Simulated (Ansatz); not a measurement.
Vertical ionisation energy (eV) of eight silicon and germanium compounds: PBE beside CAM-B3LYP, computed with Ansatz (an electronic-structure program) for isolated molecules in the bases named; differences from unrounded values. The eight are the first of their class met in an unordered collection, after screening for sound electronic states; none was chosen by its value. Functionals give these values as differences of separate SCF runs (ΔSCF), EOM-CCSD as a root; each molecule has one DFT geometry for both levels.

| molecule | basis | CAM-B3LYP |
|---|---|---|
| C3H10Si3, SMILES [SiH2]1C(C=C)[SiH2][SiH2]1 | def2-SVPD | 8.66 |
| CH5FN2Si2, SMILES N1[Si@@H](C=N[SiH2]1)F | def2-SVPD | 9.31 |
| C₃H₁₀OSi₂, SMILES [SiH2](C=C)CO[SiH3] | def2-SVPD | 9.83 |
| C2H8N2OSi, SMILES [Si@@H](/N=C\C)(N)O | def2-SVPD | 8.89 |
| C2H5FSi2, SMILES C#C[Si@@H](F)[SiH3] | def2-TZVPD | 10.18 |
| difluorosilyl(difluoro)silane (F₄H₂Si₂), SMILES [SiH](F)(F)[SiH](F)F | def2-SVPD | 11.54 |
| CH5Cl2NSi, SMILES C[Si](N)(Cl)Cl | def2-SVPD | 10.48 |
| C3H6OSi, SMILES [SiH3][C@@H]1C=CO1 | def2-TZVPD | 8.96 |

Q: Estimate the PBE values and say how PBE differs from CAM-B3LYP over the set. (Estimate from the structure and the level; the computed values follow.)

A: 
```tsv
molecule	PBE	difference
C3H10Si3, SMILES [SiH2]1C(C=C)[SiH2][SiH2]1	8.33	-0.33
CH5FN2Si2, SMILES N1[Si@@H](C=N[SiH2]1)F	8.92	-0.39
C₃H₁₀OSi₂, SMILES [SiH2](C=C)CO[SiH3]	9.15	-0.68
C2H8N2OSi, SMILES [Si@@H](/N=C\C)(N)O	8.44	-0.45
C2H5FSi2, SMILES C#C[Si@@H](F)[SiH3]	9.66	-0.52
difluorosilyl(difluoro)silane (F₄H₂Si₂), SMILES [SiH](F)(F)[SiH](F)F	10.83	-0.71
CH5Cl2NSi, SMILES C[Si](N)(Cl)Cl	9.80	-0.67
C3H6OSi, SMILES [SiH3][C@@H]1C=CO1	8.84	-0.12
```
PBE lies below CAM-B3LYP in 8 and above it in 0 of the eight; the mean signed difference is -0.48 and the largest -0.71 eV.
